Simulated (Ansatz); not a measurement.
Relaxation of CH₄FIn (7 atoms, charge 0, multiplicity 1), to a largest force component of 0.03 eV/Å in at most 50 steps.

These are results of Ansatz 0.2.0, RKS PBE/def2-SVP, not measurements.

```xyz
7
Properties=species:S:1:pos:R:3
In -1.734 -1.185 -0.532
F 1.445 -0.987 -1.333
H 1.179 -0.378 -0.697
C -0.381 0.411 0.486
H -0.962 0.894 1.302
H 0.538 0.016 0.984
H -0.084 1.230 -0.209
```

Question: Where does it end, and by what steps?

Answer: It converged. The force dipped under the threshold on the way, but the program's further checks kept it going. After 25 steps the energy has fallen by 1.878 eV; In1 moved furthest, 2.24 Å. Parted: In1–C4, F2–H3. Joined: In1–F2, H3–C4.

```csv
step,energy less start (eV),largest force component (eV/Å),accepted
0,0.0000,0.862,yes
1,-0.0958,0.349,yes
2,-0.1557,0.184,yes
3,-0.2073,0.437,yes
4,-0.2495,0.377,yes
5,-0.2795,0.229,yes
6,-0.3050,0.942,yes
7,-0.6058,2.076,yes
8,-1.2464,2.047,yes
9,-1.5012,2.416,yes
10,-1.7725,0.765,yes
11,-1.8507,0.151,yes
12,-1.8617,0.034,yes
13,-1.8675,0.045,yes
14,-1.8706,0.114,yes
15,-1.8723,0.125,yes
16,-1.8753,0.018,yes
17,-1.8751,0.224,no
18,-1.8764,0.042,yes
19,-1.8767,0.117,yes
20,-1.8773,0.054,yes
21,-1.8778,0.010,yes
22,-1.8781,0.059,yes
23,-1.8783,0.032,yes
24,-1.8784,0.004,yes
25,-1.8785,0.007,yes
```

```xyz
7
Properties=species:S:1:pos:R:3
In -1.373 -2.332 -2.417
F 0.323 -1.662 -1.525
H 0.303 -0.013 0.034
C 0.209 0.796 0.785
H -0.616 0.568 1.487
H 1.153 0.885 1.356
H 0.001 1.758 0.280
```

The run took 33 s on 2 threads of Intel(R) Xeon(R) Platinum 8259CL CPU @ 2.50GHz (Skylake/Cascade Lake), on a shared host, peak memory 0.15 GiB.
